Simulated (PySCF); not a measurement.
PySCF input file for Si(I)3(OH) (HI3OSi), SMILES O[Si](I)(I)I, TDA-CAM-B3LYP/def2-SVPD. Geometry: PBE-D3(BJ)/def2-SVP. The def2 effective core potentials stand for the cores of I; spin–orbit coupling is left out. Other conformers were not sampled.

```python
import numpy as np
from pyscf import gto, scf, dft, tdscf

mol = gto.M(
    atom='''
    O     0.13768400   -2.27064825   -0.00000001
    Si    0.02776113   -0.60935487   -0.00000001
    I    -1.17545037    0.18266790   -2.00392548
    I     2.33639010    0.18998216   -0.00000015
    I    -1.17545011    0.18266790    2.00392563
    H    -0.72107746   -2.73569818    0.00000005
    ''',
    basis='def2-SVPD',
    ecp={'I': 'def2-svp'},
    charge=0,
    spin=0,
    symmetry=True,
    max_memory=1600,
    verbose=4,
)
mf = dft.RKS(mol, xc='cam-b3lyp').density_fit(auxbasis='def2-universal-jkfit')
mf.grids.level = 3
mf.conv_tol = 1e-9
mf.max_cycle = 100
mf.kernel()
mf.grids = dft.Grids(mol).set(level=1).build(with_non0tab=True)  # coarser grid for the response kernel
td = tdscf.TDA(mf)
td.singlet = True
td.nstates = 10
td.conv_tol = 1e-4
td.positive_eig_threshold = 1e-6
td.kernel(x0=td.get_init_guess(mf, 15))
td.analyze()
tt = tdscf.TDA(mf)
tt.singlet = False
tt.nstates = 4
tt.conv_tol = 1e-4
tt.positive_eig_threshold = 1e-6
tt.kernel(x0=tt.get_init_guess(mf, 9))
tt.analyze(verbose=3)
```

Log of the run:

```
PySCF version 2.14.0

[INPUT] verbose = 4
[INPUT] num. atoms = 6
[INPUT] num. electrons = 98
[INPUT] charge = 0
[INPUT] spin (= nelec alpha-beta = 2S) = 0
[INPUT] symmetry True subgroup None
[INPUT] Mole.unit = angstrom
[INPUT] Symbol           X                Y                Z      unit          X                Y                Z       unit  Magmom
[INPUT]  1 O      0.137684000000  -2.270648250000  -0.000000010000 AA    0.260185051735  -4.290903317723  -0.000000018897 Bohr   0.0
[INPUT]  2 Si     0.027761130000  -0.609354870000  -0.000000010000 AA    0.052460932608  -1.151513816970  -0.000000018897 Bohr   0.0
[INPUT]  3 I     -1.175450370000   0.182667900000  -2.003925480000 AA   -2.221279272319   0.345192302749  -3.786870331238 Bohr   0.0
[INPUT]  4 I      2.336390100000   0.189982160000  -0.000000150000 AA    4.415137409145   0.359014250953  -0.000000283459 Bohr   0.0
[INPUT]  5 I     -1.175450110000   0.182667900000   2.003925630000 AA   -2.221278780990   0.345192302749   3.786870614696 Bohr   0.0
[INPUT]  6 H     -0.721077460000  -2.735698180000   0.000000050000 AA   -1.362638913997  -5.169720319671   0.000000094486 Bohr   0.0

nuclear repulsion = 619.579969167339
point group symmetry = Cs
symmetry origin: [ 2.28428409e-09 -4.98389307e-09 -1.76512896e-09]
symmetry axis x: [ 1.00000000e+00 -3.67043619e-10 -3.30023888e-08]
symmetry axis y: [-3.67043613e-10 -1.00000000e+00  1.96644416e-10]
symmetry axis z: [-3.30023888e-08 -1.96644026e-10 -1.00000000e+00]
num. orbitals of irrep A' = 98
num. orbitals of irrep A" = 62
number of shells = 62
number of NR pGTOs = 295
number of NR cGTOs = 160
basis = def2-SVPD
ecp = {'I': 'def2-svp'}


******** <class 'pyscf.df.df_jk.DFSymAdaptedRKS'> ********
method = DFSymAdaptedRKS
initial guess = minao
damping factor = 0
level_shift factor = 0
DIIS = <class 'pyscf.scf.diis.CDIIS'>
diis_start_cycle = 1
diis_space = 8
diis_damp = 0
SCF conv_tol = 1e-09
SCF conv_tol_grad = None
SCF max_cycles = 100
direct_scf = False
XC library pyscf.dft.libxc version 7.1.2
    S. Lehtola, C. Steigemann, M. J. T. Oliveira, and M. A. L. Marques,  SoftwareX 7, 1–5 (2018)
XC functionals = cam-b3lyp
    T. Yanai, D. P. Tew, and N. C. Handy,  Chem. Phys. Lett. 393, 51 (2004)
radial grids:
    Treutler-Ahlrichs [JCP 102, 346 (1995); DOI:10.1063/1.469408] (M4) radial grids

becke partition: Becke, JCP 88, 2547 (1988); DOI:10.1063/1.454033
pruning grids: <function nwchem_prune>
grids dens level: 3
symmetrized grids: True
atomic radii adjust function: <function treutler_atomic_radii_adjust>
small_rho_cutoff = 0
Freeze 0 electrons in irreps []
    98 free electrons in irreps A' A"
Set gradient conv threshold to 3.16228e-05
Initial guess from minao.
tot grids = 108944
******** <class 'pyscf.df.df.DF'> ********
auxbasis = def2-universal-jkfit
Create RSH-DF object <pyscf.df.df.DF object> for omega=0.33
******** <class 'pyscf.df.df.DF'> ********
auxbasis = auxmol.basis = def2-universal-jkfit
init E= -1162.90236862248
HOMO (A") = -1.29455007990494  LUMO (A') = -1.28570301791743  gap/eV = 0.24074
cycle= 1 E= -1253.69961254923  delta_E= -90.8  |g|= 5.07  |ddm|= 16.9
HOMO (A") = -0.0453557194924832  LUMO (A') = -0.0238165034438687  gap/eV = 0.58611
cycle= 2 E= -1244.48384604899  delta_E= 9.22  |g|= 6.54  |ddm|= 19.1
HOMO (A') = -0.071806328088325  LUMO (A") = -0.0610071349090324  gap/eV = 0.29386
cycle= 3 E= -1251.31224351213  delta_E= -6.83  |g|= 3.55  |ddm|=   15
HOMO (A") = -0.328399739054502  LUMO (A') = -0.203165547457844  gap/eV = 3.40780
cycle= 4 E= -1257.42774977459  delta_E= -6.12  |g|= 2.15  |ddm|= 8.88
HOMO (A") = -0.274089211794226  LUMO (A') = -0.138493438834168  gap/eV = 3.68975
cycle= 5 E= -1258.13263283361  delta_E= -0.705  |g|= 0.93  |ddm|= 1.35
HOMO (A") = -0.32192297424269  LUMO (A') = -0.0597021116193943  gap/eV = 7.13539
cycle= 6 E= -1258.38270835595  delta_E= -0.25  |g|= 0.456  |ddm|=  1.4
HOMO (A") = -0.335729248818726  LUMO (A') = -0.0718762774775072  gap/eV = 7.17981
cycle= 7 E= -1258.42557136615  delta_E= -0.0429  |g|= 0.126  |ddm|= 0.694
HOMO (A") = -0.324875589459209  LUMO (A') = -0.0502363857794563  gap/eV = 7.47331
cycle= 8 E= -1258.43005424169  delta_E= -0.00448  |g|= 0.0491  |ddm|= 0.273
HOMO (A") = -0.325432684556931  LUMO (A') = -0.0541008244489589  gap/eV = 7.38332
cycle= 9 E= -1258.43085145884  delta_E= -0.000797  |g|= 0.00897  |ddm|= 0.0832
HOMO (A") = -0.325102106247879  LUMO (A') = -0.0533610719682329  gap/eV = 7.39445
cycle= 10 E= -1258.43087815408  delta_E= -2.67e-05  |g|= 0.00259  |ddm|= 0.0175
HOMO (A") = -0.325223509819613  LUMO (A') = -0.0535095404145665  gap/eV = 7.39371
cycle= 11 E= -1258.43088014315  delta_E= -1.99e-06  |g|= 0.0007  |ddm|= 0.00446
HOMO (A") = -0.325162919829812  LUMO (A') = -0.0534715421624483  gap/eV = 7.39310
cycle= 12 E= -1258.43088030823  delta_E= -1.65e-07  |g|= 0.000108  |ddm|= 0.00137
HOMO (A") = -0.32515706989896  LUMO (A') = -0.0534654518580453  gap/eV = 7.39311
cycle= 13 E= -1258.43088031637  delta_E= -8.13e-09  |g|= 3.45e-05  |ddm|= 0.000354
HOMO (A") = -0.32515965214957  LUMO (A') = -0.0534674997142304  gap/eV = 7.39312
cycle= 14 E= -1258.43088031707  delta_E= -7.06e-10  |g|= 1.21e-05  |ddm|= 0.000103
HOMO (A") = -0.325159235816322  LUMO (A') = -0.0534672927122983  gap/eV = 7.39311
Extra cycle  E= -1258.43088031715  delta_E= -8.23e-11  |g|= 8.02e-06  |ddm|= 4.13e-05
converged SCF energy = -1258.43088031715
tot grids = 38144
Overwritten attributes  positive_eig_threshold  of <class 'pyscf.tdscf.rks.TDA'>


******** <class 'pyscf.tdscf.rks.TDA'> for <class 'pyscf.df.df_jk.DFSymAdaptedRKS'> ********
nstates = 10 singlet
deg_eia_thresh = 1.000e-03
wfnsym = None
conv_tol = 0.0001
eigh lindep = 1e-12
eigh level_shift = 0
eigh max_cycle = 100


Excitation energies (eV)
[4.32666695 4.57737934 4.63244747 5.08159432 5.08887464 5.22127958
 6.2237598  6.36034545 6.47334974 6.51662716]

** Singlet excitation energies and oscillator strengths **
Excited State   1:   A"      4.32667 eV    286.56 nm  f=0.0002
      49 -> 50        0.69030
Excited State   2:   A"      4.57738 eV    270.86 nm  f=0.0174
      48 -> 50        0.68055
Excited State   3:   A'      4.63245 eV    267.64 nm  f=0.0240
      47 -> 50       -0.67961
Excited State   4:   A"      5.08159 eV    243.99 nm  f=0.0334
      43 -> 50       -0.10251
      46 -> 50        0.65998
Excited State   5:   A'      5.08887 eV    243.64 nm  f=0.0287
      45 -> 50        0.66421
      49 -> 53       -0.12162
Excited State   6:   A'      5.22128 eV    237.46 nm  f=0.0040
      44 -> 50        0.66955
      47 -> 52        0.10948
      48 -> 53       -0.11078
Excited State   7:   A"      6.22376 eV    199.21 nm  f=0.0027
      43 -> 50       -0.31917
      46 -> 50       -0.13468
      49 -> 51       -0.52173
      49 -> 52        0.20168
      49 -> 54        0.12937
Excited State   8:   A"      6.36035 eV    194.93 nm  f=0.0246
      43 -> 50       -0.30576
      48 -> 51       -0.47615
      48 -> 52        0.12581
      48 -> 54        0.13064
      49 -> 51        0.21511
      49 -> 52        0.20779
Excited State   9:   A'      6.47335 eV    191.53 nm  f=0.0002
      42 -> 50       -0.26180
      45 -> 50       -0.15431
      45 -> 51        0.10116
      49 -> 53       -0.57180
      49 -> 56        0.17750
      49 -> 62        0.11331
Excited State  10:   A"      6.51663 eV    190.26 nm  f=0.0012
      46 -> 51        0.11082
      47 -> 53       -0.14685
      48 -> 51       -0.32273
      48 -> 54        0.10314
      49 -> 51       -0.18601
      49 -> 52       -0.47873
      49 -> 57       -0.17706

** Transition electric dipole moments (AU) **
state          X           Y           Z        Dip. S.      Osc.
  1        -0.0000     -0.0000     -0.0421      0.0018      0.0002
  2         0.0000      0.0000      0.3937      0.1550      0.0174
  3         0.4588      0.0236     -0.0000      0.2111      0.0240
  4         0.0000      0.0000      0.5182      0.2685      0.0334
  5         0.4796     -0.0141     -0.0000      0.2302      0.0287
  6         0.0449      0.1716     -0.0000      0.0315      0.0040
  7         0.0000      0.0000     -0.1339      0.0179      0.0027
  8         0.0000      0.0000     -0.3977      0.1581      0.0246
  9         0.0331      0.0210     -0.0000      0.0015      0.0002
 10        -0.0000     -0.0000     -0.0860      0.0074      0.0012

WARN: ECP detected. Skipping calculation of transition velocity and magnetic dipole moments, which have not yet been implemented.



******** <class 'pyscf.tdscf.rks.TDA'> for <class 'pyscf.df.df_jk.DFSymAdaptedRKS'> ********
nstates = 4 triplet
deg_eia_thresh = 1.000e-03
wfnsym = None
conv_tol = 0.0001
eigh lindep = 1e-12
eigh level_shift = 0
eigh max_cycle = 100


Excitation energies (eV)
[3.92264895 4.1134911  4.15282354 4.55636425]

** Triplet excitation energies and oscillator strengths **
Excited State   1:   A"      3.92265 eV    316.07 nm  f=0.0000
Excited State   2:   A"      4.11349 eV    301.41 nm  f=0.0000
Excited State   3:   A'      4.15282 eV    298.55 nm  f=0.0000
Excited State   4:   A"      4.55636 eV    272.11 nm  f=0.0000
```

The run converged.

Cost: around 6 core-minutes (rough).
